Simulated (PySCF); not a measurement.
Input of a run (PBE0-D3(BJ)/def2-SVP geometry optimisation, gas phase (PySCF 2.14.0)), started from a GFN2-xTB structure with every atom displaced at random (by about 0.01 Å):
```
{"job": {"xc": "PBE0", "basis": "def2-SVP", "d3": "d3bj", "grid": 1, "shake": 0.01, "kind": "geom"}, "charge": 0, "multiplicity": 1}
F      1.705680    -0.615460    -1.336510
C      1.040650    -0.564800    -0.111570
C     -0.446070    -0.986600    -0.251490
C     -1.087460     0.377490    -0.051500
F     -2.081110     0.323110     0.941640
Si     0.546030     1.239380     0.425120
H      1.654580    -1.204760     0.540560
H     -0.618250    -1.443510    -1.210310
H     -0.716160    -1.666720     0.569310
H     -1.650290     0.726410    -0.927940
H      0.992680     2.289760    -0.456480
H      0.699400     1.497440     1.860160
```

Output (energies in Eh, forces in Eh/bohr):
```
step   0  E = -606.27340661  max force = 0.044276
step   1  E = -606.28111662  max force = 0.004985
step   2  E = -606.28146508  max force = 0.002398
step   3  E = -606.28166490  max force = 0.001498
step   4  E = -606.28195126  max force = 0.003816
step   5  E = -606.28232473  max force = 0.005141
step   6  E = -606.28276923  max force = 0.004604
step   7  E = -606.28310572  max force = 0.003288
step   8  E = -606.28337153  max force = 0.001758
step   9  E = -606.28344991  max force = 0.001802
step  10  E = -606.28348443  max force = 0.000946
step  11  E = -606.28349614  max force = 0.000534
step  12  E = -606.28350024  max force = 0.000566
step  13  E = -606.28350141  max force = 0.000377
optimisation converged
```

Problem. Summarise the run.

Solution. The energy falls by 26.5 kJ/mol over 14 energy and gradient evaluations, the largest force component goes from 0.0443 to 3.8e-04 Eh/bohr, and the atoms move by 0.379 Å rms after alignment. The bond that changes most is Si6–H11 (SiH2 silicon to Si–H hydrogen), which lengthens by 0.050 Å. Bonds longer at the end by more than 0.005 Å: 6 of 12; shorter: 4. Among the angles that change most is Si6–C4–H10, from 119.6° to 111.4°. Among the dihedrals that turn most is H8–C3–C4–H10, from 0° to -38°. The energy never rose by more than 1e-6 Eh on the way. The first step brought 76 % of the lowering.

Problem. What are the final bond lengths?

Solution. F1–C2 1.387 Å, C2–C3 1.534 Å, C3–C4 1.539 Å, C4–F5 1.368 Å, C4–Si6 1.921 Å, C2–Si6 1.923 Å, C2–H7 1.100 Å, C3–H8 1.103 Å, C3–H9 1.103 Å, C4–H10 1.104 Å, Si6–H11 1.492 Å, Si6–H12 1.492 Å. Numbering counts from 1 in the input's order; the species is `F[C@@H]1C[C@@H](F)[SiH2]1`.

The run used 118 basis functions and 87 SCF cycles in all.

No PBE0-D3(BJ)/def2-SVP frequencies stand behind this structure, so it isn't proved a minimum. The numbers are those of one conformer.
